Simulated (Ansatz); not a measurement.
Cost and result for the atomization energy of C₂H₈ClNOSi, SMILES `CC[Si](N)(O)Cl` (14 atoms, 13 bonds).

```json
{"atom": "C1", "x (Å)": "-1.350", "y (Å)": "-0.471", "z (Å)": "1.434"}
{"atom": "C2", "x (Å)": "-0.978", "y (Å)": "0.061", "z (Å)": "0.053"}
{"atom": "Si3", "x (Å)": "0.851", "y (Å)": "0.201", "z (Å)": "-0.243"}
{"atom": "N4", "x (Å)": "1.116", "y (Å)": "0.774", "z (Å)": "-1.829"}
{"atom": "O5", "x (Å)": "1.676", "y (Å)": "-1.202", "z (Å)": "-0.041"}
{"atom": "Cl6", "x (Å)": "1.647", "y (Å)": "1.414", "z (Å)": "1.229"}
{"atom": "H7", "x (Å)": "-0.986", "y (Å)": "0.191", "z (Å)": "2.222"}
{"atom": "H8", "x (Å)": "-0.914", "y (Å)": "-1.457", "z (Å)": "1.610"}
{"atom": "H9", "x (Å)": "-2.433", "y (Å)": "-0.561", "z (Å)": "1.547"}
{"atom": "H10", "x (Å)": "-1.382", "y (Å)": "-0.590", "z (Å)": "-0.732"}
{"atom": "H11", "x (Å)": "-1.428", "y (Å)": "1.047", "z (Å)": "-0.109"}
{"atom": "H12", "x (Å)": "0.484", "y (Å)": "1.458", "z (Å)": "-2.215"}
{"atom": "H13", "x (Å)": "2.058", "y (Å)": "0.946", "z (Å)": "-2.144"}
{"atom": "H14", "x (Å)": "1.638", "y (Å)": "-1.809", "z (Å)": "-0.783"}
```

Charge 0, multiplicity 1. All single points use the PBE0-D4/def2-TZVP geometry. It is one conformer, not always the lowest. Program: Ansatz. All runs use 2 threads of an AMD EPYC 7R13 on a shared host and a share of an NVIDIA H100 80 GB. Times are those of one run each, without the atoms' runs, and a repeat can differ threefold. Electronic energies, without spin–orbit coupling; frozen cores. CCSD(T)/CBS adds CCSD(T) − MP2 in def2-TZVPP to the MP2 limit, and its time is that of the two runs behind it. T1 = 0.010. B3LYP takes the VWN-RPA correlation (the form of Gaussian; ORCA's B3LYP/G).

CCSD(T)/CBS is a level of theory with its own doubt, some kJ/mol a heavy atom from the limit and from the frozen cores, so smaller differences don't rank the functionals.

```csv
level,functions,wall time
PBE0-D4/def2-TZVPP,320,2.5 s
PBE-D4/def2-TZVPP (with forces),320,2.5 s
B3LYP-D4/def2-TZVPP (with forces),320,3 s
r2SCAN-D4/def2-TZVPP (with forces),320,3.3 s
B2PLYP/def2-TZVPP,320,3.4 s
ωB97X-V/def2-TZVPP,320,3.5 s
ωB97M-V/def2-TZVPP (with forces),320,4.2 s
MP2/def2-QZVPP,608,6.5 s
CCSD(T)/def2-TZVPP,320,6.5 s
CCSD(T)/CBS(def2),–,13 s
```

(1) What atomization energy does each give, and how far from CCSD(T)/CBS? (Best estimate.)

Results:

(1) The calculation gave: 
| level | atomization (kJ/mol) | difference from CCSD(T)/CBS | per bond |
| --- | --- | --- | --- |
| PBE0-D4/def2-TZVPP | 5354.0 | -14.3 | -1.1 |
| PBE-D4/def2-TZVPP (with forces) | 5433.6 | 65.3 | 5.0 |
| B3LYP-D4/def2-TZVPP (with forces) | 5348.1 | -20.2 | -1.6 |
| r2SCAN-D4/def2-TZVPP (with forces) | 5359.9 | -8.4 | -0.6 |
| B2PLYP/def2-TZVPP | 5292.7 | -75.6 | -5.8 |
| ωB97X-V/def2-TZVPP | 5373.3 | 5.0 | 0.4 |
| ωB97M-V/def2-TZVPP (with forces) | 5382.6 | 14.3 | 1.1 |
| MP2/def2-QZVPP | 5396.2 | 27.9 | 2.1 |
| CCSD(T)/def2-TZVPP | 5216.4 | -151.9 | -11.7 |
| CCSD(T)/CBS(def2) | 5368.3 | 0.0 | 0.0 |

In def2-TZVPP, CCSD(T) changes the Hartree–Fock value by +1308.2 kJ/mol (the triples alone add +73.7 kJ/mol) and MP2 by +1397.8 kJ/mol; breaking electron pairs costs correlation energy, which Hartree–Fock lacks. The D4 term adds +55.5 kJ/mol with B3LYP and +29.5 kJ/mol with PBE0; it sums over pairs of atoms, weighted by their polarisabilities, and B3LYP, whose exchange is more repulsive, gets the larger term. From PBE to PBE0 (25 % exact exchange), in def2-TZVPP and without D4, the atomization energy moves by −74.5 kJ/mol: exact exchange takes away binding that semilocal exchange gives to molecules.
